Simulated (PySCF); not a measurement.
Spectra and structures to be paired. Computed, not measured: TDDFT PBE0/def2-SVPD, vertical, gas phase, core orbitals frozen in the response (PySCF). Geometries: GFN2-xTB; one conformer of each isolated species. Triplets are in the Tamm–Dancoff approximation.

A. `C=CC[SiH2]C#N`
B. `CCC1=NN=NC(C)=C1`
C. `[SiH3]S[SiH2]P`
D. `CCc1cnsn1`
E. `C([SiH3])(C)=C`

Lowest singlet levels (six at most, fewer where fewer were computed) with oscillator strengths:

1. 366 nm (f 0.004); 322 nm (f 0.000); 299 nm (f 0.000); 269 nm (f 0.005); 210 nm (f 0.000); 196 nm (f 0.000); T1 2.47 eV
2. 182 nm (f 0.002); 179 nm (f 0.000); 175 nm (f 0.387); 165 nm (f 0.000); 162 nm (f 0.003); 154 nm (f 0.009); T1 4.26 eV
3. 246 nm (f 0.000); 224 nm (f 0.186); 204 nm (f 0.003); 198 nm (f 0.000); 184 nm (f 0.014); 178 nm (f 0.002); T1 3.92 eV
4. 198 nm (f 0.089); 191 nm (f 0.011); 184 nm (f 0.225); 172 nm (f 0.079); 171 nm (f 0.005); 166 nm (f 0.068); T1 4.28 eV
5. 222 nm (f 0.028); 214 nm (f 0.021); 205 nm (f 0.022); 198 nm (f 0.003); 193 nm (f 0.023); 190 nm (f 0.019); T1 5.06 eV

Problem. Which spectrum belongs to which structure?

Solution. 1 = B, 2 = E, 3 = D, 4 = A, 5 = C.
- A: S1 at 6.26 eV, HOMO→LUMO (75%), HOMO→LUMO+1 (14%), HOMO→LUMO+2 (8%); Löwdin shares by element: HOMO carbon 78% or more, silicon 6% (atoms not listed hold the other 16%); LUMO carbon 31% or more, silicon 19%, nitrogen 17% (atoms not listed hold the other 33%); HOMO -7.72 and LUMO -0.60 eV.
- B: S1 at 3.38 eV, HOMO→LUMO (99%); Löwdin shares by element: HOMO nitrogen 86%, carbon 5% or more; LUMO nitrogen 51%, carbon 22% or more (atoms not listed hold the other 28%); HOMO -6.75 and LUMO -1.66 eV.
- C: S1 at 5.58 eV, HOMO→LUMO (94%); Löwdin shares by element: HOMO sulfur 54%, phosphorus 23%, silicon 13%; LUMO silicon 39%, sulfur 22%, phosphorus 11% (atoms not listed hold the other 28%); HOMO -7.13 and LUMO -0.35 eV.
- D: S1 at 5.05 eV, HOMO-1→LUMO (99%); Löwdin shares by element: HOMO sulfur 40%, carbon 34% or more, nitrogen 8% or more (atoms not listed hold the other 18%); LUMO nitrogen 47%, sulfur 24%, carbon 13% or more (atoms not listed hold the other 16%); HOMO -7.69 and LUMO -1.45 eV.
- E: S1 at 6.82 eV, HOMO-1→LUMO (85%), HOMO→LUMO+1 (10%); Löwdin shares by element: HOMO carbon 79%, silicon 5% (atoms not listed hold the other 16%); LUMO carbon 65% or more, silicon 9%, hydrogen 6% or more (atoms not listed hold the other 19%); HOMO -7.58 and LUMO -0.12 eV; point group Cs, 2 of its 6 listed states under f = 0.0005.
